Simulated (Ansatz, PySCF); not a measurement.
Si(H)(OH)2(SeH) (H₄O₂SeSi), SMILES O[SiH]([SeH])O. Atoms are numbered in the order given.

```xyz
8

Si    -1.0360     0.1951     0.2085
O     -1.7749    -0.6671    -0.9938
O     -1.2365    -0.3968     1.7411
Se     1.1945     0.1822    -0.3097
H     -1.6676     1.5277     0.2099
H     -1.3864    -1.5107    -1.2441
H     -0.7311    -1.1815     1.9754
H      1.5857     0.5958     1.0465
```

Coordinates come from a PBE0-D3(BJ)/def2-SVP optimisation. This is a generated structure with no PubChem entry under its InChIKey; it may be hypothetical. One conformer was computed; it need not be the lowest.

Two levels are set side by side: PBE-D3(BJ)/def2-SVP (Ansatz, a quantum-chemistry and plane-wave program) and PBE0-D3(BJ)/def2-SVP (Ansatz). Each level has its own optimised geometry; the coordinates shown are those of the second. Frequencies come from the Hessian of PySCF at each geometry. Differences are taken from unrounded values.

```json
[
 {"quantity": "mean bond length (Å)", "PBE0-D3(BJ)": "1.496", "PBE-D3(BJ)": "1.511", "PBE-D3(BJ) minus PBE0-D3(BJ)": "0.015"},
 {"quantity": "bond Si1–O2 (Å)", "PBE0-D3(BJ)": "1.654", "PBE-D3(BJ)": "1.672", "PBE-D3(BJ) minus PBE0-D3(BJ)": "0.018"},
 {"quantity": "bond Si1–O3 (Å)", "PBE0-D3(BJ)": "1.655", "PBE-D3(BJ)": "1.673", "PBE-D3(BJ) minus PBE0-D3(BJ)": "0.018"},
 {"quantity": "bond Si1–Se4 (Å)", "PBE0-D3(BJ)": "2.290", "PBE-D3(BJ)": "2.310", "PBE-D3(BJ) minus PBE0-D3(BJ)": "0.020"},
 {"quantity": "bond Si1–H5 (Å)", "PBE0-D3(BJ)": "1.475", "PBE-D3(BJ)": "1.486", "PBE-D3(BJ) minus PBE0-D3(BJ)": "0.012"},
 {"quantity": "bond O2–H6 (Å)", "PBE0-D3(BJ)": "0.962", "PBE-D3(BJ)": "0.974", "PBE-D3(BJ) minus PBE0-D3(BJ)": "0.012"},
 {"quantity": "bond O3–H7 (Å)", "PBE0-D3(BJ)": "0.962", "PBE-D3(BJ)": "0.974", "PBE-D3(BJ) minus PBE0-D3(BJ)": "0.012"},
 {"quantity": "bond Se4–H8 (Å)", "PBE0-D3(BJ)": "1.471", "PBE-D3(BJ)": "1.485", "PBE-D3(BJ) minus PBE0-D3(BJ)": "0.014"},
 {"quantity": "highest harmonic wavenumber (cm⁻¹)", "PBE0-D3(BJ)": "3929", "PBE-D3(BJ)": "3755", "PBE-D3(BJ) minus PBE0-D3(BJ)": "-174"},
 {"quantity": "mean harmonic wavenumber (cm⁻¹)", "PBE0-D3(BJ)": "1127", "PBE-D3(BJ)": "1085", "PBE-D3(BJ) minus PBE0-D3(BJ)": "-42"},
 {"quantity": "zero-point energy (kcal/mol)", "PBE0-D3(BJ)": "29.00", "PBE-D3(BJ)": "27.93", "PBE-D3(BJ) minus PBE0-D3(BJ)": "-1.07"}
]
```

GGA bonds tend to be longer and softer than those of functionals with exact exchange. Differences between two approximate levels are no errors against the true value.
